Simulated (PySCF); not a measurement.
**Choosing a basis for TDDFT**

Compound: CH5B2Cl.
InChI=1S/CH5B2Cl/c2-1-3-4/h3H,1-2H2

TDDFT with PBE0 (PySCF), vertical singlets, core orbitals frozen in the response, spherical d and f functions. Geometry: PBE0-D3(BJ)/def2-SVP, one conformer, isolated molecule.

| basis | functions | diffuse | S1 (eV) | S2 (eV) | S3 (eV) | S4 (eV) | S5 (eV) | LUMO (eV) | α (au) |
| --- | --- | --- | --- | --- | --- | --- | --- | --- | --- |
| 6-31G* | 70 | no | 5.16 | 5.73 | 6.15 | 6.73 | 7.09 | -1.78 | 44.8 |
| def2-SVP | 85 | no | 5.08 | 5.62 | 6.08 | 6.57 | 6.99 | -1.90 | 45.6 |
| 6-31+G* | 86 | yes | 5.09 | 5.65 | 6.07 | 6.53 | 7.00 | -2.00 | 50.0 |
| def2-SVPD | 127 | yes | 5.07 | 5.58 | 6.06 | 6.52 | 6.96 | -2.06 | 55.7 |
| aug-cc-pVDZ | 141 | yes | 5.05 | 5.58 | 6.03 | 6.47 | 6.94 | -2.03 | 56.1 |
| def2-TZVP | 160 | no | 5.06 | 5.60 | 6.04 | 6.50 | 6.94 | -2.00 | 52.6 |
| def2-TZVPD | 202 | yes | 5.05 | 5.59 | 6.03 | 6.47 | 6.92 | -2.03 | 56.4 |

Problem. Compare the sets with the largest diffuse one.

Solution. States are compared by their number. Against the largest diffuse basis here (def2-TZVPD, itself not a converged limit), sets without diffuse functions differ by up to 0.11 eV in S1 and 0.16 eV in S5; the smaller diffuse sets differ by up to 0.04 and 0.08 eV. State by state, the largest deviation of a set without diffuse functions is S1 0.11, S2 0.14, S3 0.12, S4 0.26, S5 0.16 eV. The same number needn't mean the same state in each row. Against def2-TZVPD the polarisability deviates by -21% in 6-31G*, -19% in def2-SVP, -11% in 6-31+G*, -1% in def2-SVPD, -1% in aug-cc-pVDZ, -7% in def2-TZVP. A single + in a Pople set puts diffuse functions on heavy atoms only.
